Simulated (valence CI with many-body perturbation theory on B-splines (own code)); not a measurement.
## E1 transitions of Er LXIV

Method: relativistic CI+MBPT: three valence electrons over a frozen Dirac-Fock core [He], radial functions for each j: 11 s, 11 p, 10 d, 8 f, 5 g, 2 h, with the one-electron correlation potential Σ1, the two-electron term Σ2, the three-electron term Σ3, Breit, model QED; selected CI, second order for the rest, scaled by the run's own slope (own B-spline code, finite nucleus).

No measured spectrum was set against this ion. As an estimate, large intervals hold to a few tenths of a per cent, small ones and those within an open d or f shell to about a per cent.

Lines 101 to 150 of 577 in falling wavelength, among levels below 12651 eV, chosen from the strongest by gf and those to the six lowest levels. Wavelengths and rates use the calculated energies. Electric multipoles are in the length gauge with retardation, E1 and E2 with the static RPA response of the core. Weak lines are less certain than strong ones. Lines between different terms over intervals too small for the method are left out, as are lines whose strength nearly cancels.

Levels are named by their leading jj configuration (3d3/2^4 stands for four electrons in 3d with j = 3/2), which in mixed levels can hold well under half, so a name can repeat and another be missing. Letters in brackets count levels of one name in rising energy.

| λ vac (nm) | Upper | Lower | A (s⁻¹) | S (a.u.) |
| --- | --- | --- | --- | --- |
| 3.475 | (2p1/2 2p3/2 3p3/2) J=5/2 [a] | (2p1/2 2p3/2 3s) J=3/2 [a] | 4.72e+11 | 5.86e-02 |
| 3.473 | (2p1/2 2p3/2 3d3/2) J=1/2 [a] | (2p1/2 2p3/2 3p1/2) J=1/2 | 3.08e+11 | 1.27e-02 |
| 3.459 | (2s 2p1/2 3p3/2) J=1/2 | (2s 2p1/2 3s) J=1/2 [b] | 4.97e+11 | 2.03e-02 |
| 3.459 | (2p1/2 2p3/2 3p3/2) J=7/2 | (2p1/2 2p3/2 3s) J=5/2 | 4.70e+11 | 7.67e-02 |
| 3.452 | (2p1/2 2p3/2 3p3/2) J=3/2 [a] | (2p1/2 2p3/2 3s) J=1/2 | 1.47e+11 | 1.19e-02 |
| 3.435 | (2p3/2^2 3p3/2) J=3/2 [b] | (2p3/2^2 3s) J=1/2 | 5.33e+11 | 4.26e-02 |
| 3.433 | (2s 2p3/2 3p3/2) J=7/2 | (2s 2p3/2 3s) J=5/2 | 5.77e+11 | 9.22e-02 |
| 3.404 | (2p1/2 2p3/2 3p3/2) J=3/2 [b] | (2p1/2 2p3/2 3s) J=3/2 [b] | 2.57e+11 | 2.00e-02 |
| 3.400 | (2p1/2 2p3/2 3d3/2) J=5/2 [b] | (2p1/2 2p3/2 3p1/2) J=5/2 | 1.43e+11 | 1.66e-02 |
| 3.388 | (2s 2p3/2 3p3/2) J=5/2 [a] | (2s 2p3/2 3s) J=3/2 [a] | 2.75e+11 | 3.16e-02 |
| 3.375 | (2s 2p1/2 3d3/2) J=3/2 [b] | (2s 2p1/2 3p1/2) J=3/2 | 1.76e+11 | 1.34e-02 |
| 3.342 | (2s 2p3/2 3p3/2) J=1/2 [a] | (2s 2p3/2 3s) J=3/2 [a] | 5.72e+11 | 2.11e-02 |
| 3.335 | (2s 2p1/2 3p3/2) J=3/2 [a] | (2s 2p1/2 3s) J=1/2 [a] | 5.88e+11 | 4.30e-02 |
| 3.324 | (2s 2p3/2 3p3/2) J=3/2 [a] | (2s 2p3/2 3s) J=5/2 | 1.40e+11 | 1.02e-02 |
| 3.320 | (2s 2p3/2 3p3/2) J=3/2 [b] | (2s 2p3/2 3s) J=3/2 [b] | 2.84e+11 | 2.05e-02 |
| 3.318 | (2s^2 3p3/2) J=3/2 | (2s^2 3s) J=1/2 | 6.45e+11 | 4.65e-02 |
| 3.316 | (2p1/2^2 3p3/2) J=3/2 | (2p1/2^2 3s) J=1/2 | 5.31e+11 | 3.82e-02 |
| 3.303 | (2p1/2 2p3/2 3p3/2) J=5/2 [b] | (2p1/2 2p3/2 3s) J=3/2 [b] | 2.85e+11 | 3.04e-02 |
| 3.290 | (2s 2p1/2 3p3/2) J=5/2 | (2s 2p1/2 3s) J=3/2 | 5.93e+11 | 6.26e-02 |
| 3.271 | (2s 2p3/2 3p3/2) J=3/2 [b] | (2s 2p3/2 3s) J=1/2 | 3.91e+11 | 2.70e-02 |
| 3.268 | (2s 2p1/2 3p3/2) J=3/2 [b] | (2s 2p1/2 3s) J=3/2 | 3.16e+11 | 2.17e-02 |
| 3.259 | (2p1/2 2p3/2 3p3/2) J=3/2 [b] | (2p1/2 2p3/2 3s) J=1/2 | 1.82e+11 | 1.24e-02 |
| 3.240 | (2s 2p3/2 3p3/2) J=1/2 [b] | (2s 2p3/2 3s) J=1/2 | 5.52e+11 | 1.85e-02 |
| 3.232 | (2p1/2 2p3/2 3p3/2) J=5/2 [b] | (2p1/2 2p3/2 3s) J=5/2 | 3.07e+11 | 3.07e-02 |
| 3.189 | (2p3/2^2 3p3/2) J=3/2 [a] | (2p3/2^2 3s) J=3/2 | 5.58e+11 | 3.58e-02 |
| 3.185 | (2p1/2 2p3/2 3p3/2) J=3/2 [b] | (2p1/2 2p3/2 3s) J=3/2 [a] | 1.74e+11 | 1.11e-02 |
| 3.175 | (2s 2p3/2 3p3/2) J=5/2 [a] | (2s 2p3/2 3s) J=5/2 | 4.07e+11 | 3.86e-02 |
| 3.140 | (2p1/2 2p3/2 3p3/2) J=1/2 [b] | (2p1/2 2p3/2 3s) J=3/2 [b] | 6.20e+11 | 1.90e-02 |
| 3.104 | (2p3/2^2 3p3/2) J=3/2 [a] | (2p3/2^2 3s) J=5/2 | 1.53e+11 | 9.01e-03 |
| 1.073 | (2p3/2^2 3p3/2) J=5/2 | (2s 2p3/2 3p3/2) J=3/2 [b] | 1.91e+12 | 7.00e-03 |
| 1.072 | (2p3/2^2 3d5/2) J=7/2 | (2s 2p3/2 3d5/2) J=5/2 [b] | 1.30e+12 | 6.30e-03 |
| 1.067 | (2s 2p1/2 2p3/2) J=3/2 [a] | (2s^2 2p1/2) J=1/2 | 3.94e+10 | 9.46e-05 |
| 1.061 | (2p3/2^2 3d5/2) J=1/2 | (2s 2p3/2 3d5/2) J=3/2 [b] | 2.57e+12 | 3.03e-03 |
| 1.058 | (2p3/2^2 3d5/2) J=7/2 | (2s 2p3/2 3d5/2) J=7/2 [b] | 9.68e+11 | 4.52e-03 |
| 1.058 | (2p3/2^2 3p3/2) J=7/2 | (2s 2p3/2 3p3/2) J=5/2 [b] | 3.33e+12 | 1.56e-02 |
| 1.058 | (2p3/2^2 3p3/2) J=5/2 | (2s 2p3/2 3p3/2) J=5/2 [b] | 7.84e+11 | 2.75e-03 |
| 1.057 | (2p3/2^2 3d5/2) J=9/2 | (2s 2p3/2 3d5/2) J=7/2 [b] | 2.91e+12 | 1.70e-02 |
| 1.054 | (2p3/2^2 3d3/2) J=1/2 | (2s 2p3/2 3d3/2) J=1/2 [b] | 2.44e+12 | 2.82e-03 |
| 1.053 | (2p3/2^2 3s) J=5/2 | (2s 2p3/2 3s) J=3/2 [b] | 3.03e+12 | 1.05e-02 |
| 1.052 | (2p3/2^2 3d3/2) J=7/2 | (2s 2p3/2 3d3/2) J=5/2 [b] | 1.99e+12 | 9.15e-03 |
| 1.051 | (2s 2p3/2^2) J=5/2 | (2s^2 2p3/2) J=3/2 | 1.15e+12 | 3.96e-03 |
| 1.049 | (2p3/2^2 3p1/2) J=3/2 | (2s 2p3/2 3p1/2) J=1/2 | 2.82e+12 | 6.43e-03 |
| 1.049 | (2p3/2^2 3p1/2) J=5/2 | (2s 2p3/2 3p1/2) J=3/2 [b] | 3.27e+12 | 1.12e-02 |
| 1.048 | (2p3/2^2 3d3/2) J=7/2 | (2s 2p3/2 3d5/2) J=5/2 [a] | 9.13e+11 | 4.15e-03 |
| 1.044 | (2p3/2^2 3s) J=3/2 | (2s 2p3/2 3s) J=3/2 [b] | 1.27e+12 | 2.85e-03 |
| 1.042 | (2p3/2^2 3d3/2) J=3/2 [a] | (2s 2p3/2 3d3/2) J=3/2 [b] | 1.62e+12 | 3.62e-03 |
| 1.040 | (2p3/2^2 3d5/2) J=5/2 [a] | (2s 2p3/2 3d5/2) J=3/2 [b] | 1.66e+12 | 5.53e-03 |
| 1.040 | (2p3/2^2 3d3/2) J=5/2 | (2s 2p3/2 3d3/2) J=3/2 [b] | 1.79e+12 | 5.97e-03 |
| 1.039 | (2p3/2^2 3s) J=3/2 | (2s 2p3/2 3s) J=1/2 | 2.71e+12 | 5.99e-03 |
| 1.038 | (2p3/2^2 3d5/2) J=3/2 | (2s 2p3/2 3d5/2) J=3/2 [b] | 2.16e+12 | 4.76e-03 |
